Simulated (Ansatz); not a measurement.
Consider the formal exchange of groups at a B–B bond: `FBB(F)F` + `B[SiH2]C` → `B[SiH](C)BF` + `FBF`.

Calculated with Ansatz (gas phase, PBE0-D4/def2-TZVP geometries, no zero-point term in ΔE). CBS: MP2 limit from def2 TZ/QZ plus the TZ coupled-cluster correction, frozen cores. This one scheme is used for every species. DFT in def2-TZVPP. B3LYP here is the variant with VWN-RPA as its local correlation; programs differ in this. Each species was taken in one conformer, which may not be the lowest.

```json
{"level": "PBE-D4", "ΔE (kJ/mol)": "-21.4", "difference from CCSD(T)/CBS": "-6.7"}
{"level": "r2SCAN-D4", "ΔE (kJ/mol)": "-20.2", "difference from CCSD(T)/CBS": "-5.5"}
{"level": "PBE0-D4", "ΔE (kJ/mol)": "-17.5", "difference from CCSD(T)/CBS": "-2.8"}
{"level": "B3LYP-D4", "ΔE (kJ/mol)": "-14.2", "difference from CCSD(T)/CBS": "0.5"}
{"level": "ωB97X-V", "ΔE (kJ/mol)": "-10.6", "difference from CCSD(T)/CBS": "4.1"}
{"level": "ωB97M-V", "ΔE (kJ/mol)": "-12.8", "difference from CCSD(T)/CBS": "1.9"}
{"level": "B2PLYP", "ΔE (kJ/mol)": "-11.8", "difference from CCSD(T)/CBS": "2.9"}
{"level": "PBE", "ΔE (kJ/mol)": "-19.1", "difference from CCSD(T)/CBS": "-4.4"}
{"level": "r2SCAN", "ΔE (kJ/mol)": "-19.5", "difference from CCSD(T)/CBS": "-4.8"}
{"level": "PBE0", "ΔE (kJ/mol)": "-15.4", "difference from CCSD(T)/CBS": "-0.7"}
{"level": "B3LYP", "ΔE (kJ/mol)": "-10.6", "difference from CCSD(T)/CBS": "4.1"}
{"level": "HF/def2-TZVPP", "ΔE (kJ/mol)": "-1.4", "difference from CCSD(T)/CBS": "13.3"}
{"level": "MP2/def2-TZVPP", "ΔE (kJ/mol)": "-14.9", "difference from CCSD(T)/CBS": "-0.2"}
{"level": "SCS-MP2/def2-TZVPP", "ΔE (kJ/mol)": "-11.2", "difference from CCSD(T)/CBS": "3.5"}
{"level": "CCSD/def2-TZVPP", "ΔE (kJ/mol)": "-11.2", "difference from CCSD(T)/CBS": "3.5"}
{"level": "CCSD(T)/def2-TZVPP", "ΔE (kJ/mol)": "-14.0", "difference from CCSD(T)/CBS": "0.7"}
{"level": "HF/def2-QZVPP", "ΔE (kJ/mol)": "-1.3", "difference from CCSD(T)/CBS": "13.4"}
{"level": "MP2/def2-QZVPP", "ΔE (kJ/mol)": "-15.3", "difference from CCSD(T)/CBS": "-0.6"}
{"level": "SCS-MP2/def2-QZVPP", "ΔE (kJ/mol)": "-11.5", "difference from CCSD(T)/CBS": "3.2"}
{"level": "HF/CBS(def2)", "ΔE (kJ/mol)": "-1.3", "difference from CCSD(T)/CBS": "13.4"}
{"level": "MP2/CBS(def2)", "ΔE (kJ/mol)": "-15.7", "difference from CCSD(T)/CBS": "-1.0"}
{"level": "CCSD/CBS(def2)", "ΔE (kJ/mol)": "-12.0", "difference from CCSD(T)/CBS": "2.7"}
{"level": "CCSD(T)/CBS", "ΔE (kJ/mol)": "-14.7", "difference from CCSD(T)/CBS": "0"}
```

Largest T1 diagnostic among the species: 0.014.

From PBE to PBE0 (25 % exact exchange), in def2-TZVPP and without D4, ΔE moves by +3.7 kJ/mol. In def2-TZVPP, CCSD(T) changes the Hartree–Fock value by −12.6 kJ/mol (the triples alone add −2.7 kJ/mol) and MP2 by −13.6 kJ/mol.
